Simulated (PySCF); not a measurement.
**Molecular orbitals of RuH**

r²SCAN at R = 1.577 Å; H def2-TZVPPD, Ru def2-TZVPPD with ECP28; scalar-relativistic core potentials (PySCF 2.14). State: ⁴Σ⁻ (quartet), unpaired electrons σ ↑, δ ↑↑. Only the outer orbitals are listed, counted within each symmetry, core potentials removing the inner ones.

| spin | orbital | occ. | ε (eV) | on H (%) | main shells (%) |
| --- | --- | --- | --- | --- | --- |
| α | 3σ | 1 | -8.01 | 39 | 52 Ru d, 38 H s |
| α | 1δ | 1 | -6.78 | 0 | 100 Ru d |
| α | 1δ | 1 | -6.78 | 0 | 100 Ru d |
| α | 4σ | 1 | -5.57 | 8 | 64 Ru s, 28 Ru d |
| α | 2π | 1 | -5.42 | 1 | 99 Ru d |
| α | 2π | 1 | -5.42 | 1 | 99 Ru d |
| α | 5σ | 0 | -1.91 | 17 | 55 Ru p, 17 Ru s, 17 H s |
| α | 3π | 0 | -0.77 | -1 | 101 Ru p |
| α | 3π | 0 | -0.77 | -1 | 101 Ru p |
| β | 2σ | 1 | -47.46 | 1 | 99 Ru p |
| β | 1π | 1 | -47.40 | 0 | 100 Ru p |
| β | 1π | 1 | -47.40 | 0 | 100 Ru p |
| β | 3σ | 1 | -7.59 | 54 | 54 H s, 26 Ru d, 17 Ru s |
| β | 2π | 1 | -4.35 | 2 | 98 Ru d |
| β | 2π | 1 | -4.35 | 2 | 98 Ru d |
| β | 1δ | 0 | -2.88 | 0 | 100 Ru d |
| β | 1δ | 0 | -2.87 | 0 | 100 Ru d |
| β | 4σ | 0 | -2.30 | -1 | 67 Ru s, 32 Ru d |

**Question.** Which are the highest filled and the lowest empty level, where do they sit, and how wide is the gap?

**Answer.** Highest filled β 2π at -4.35 eV (in %: 98 Ru d); lowest empty β 1δ at -2.88 eV (in %: 100 Ru d); the gap at r²SCAN is 1.47 eV.

- bond order (Mayer): 1.12
- ⟨S²⟩: 3.767
- charge on H (Mulliken, basis-dependent): -0.07
- charge on H (Löwdin, basis-dependent): -0.34
- dipole moment (positive dipole means H(−)Ru(+)): 2.16 D

Shares are Mulliken populations and can fall outside 0 to 100 %.

Spin–orbit coupling is left out. With d or f electrons several states lie close, and the lowest PBE0 determinant need not be the measured ground state.
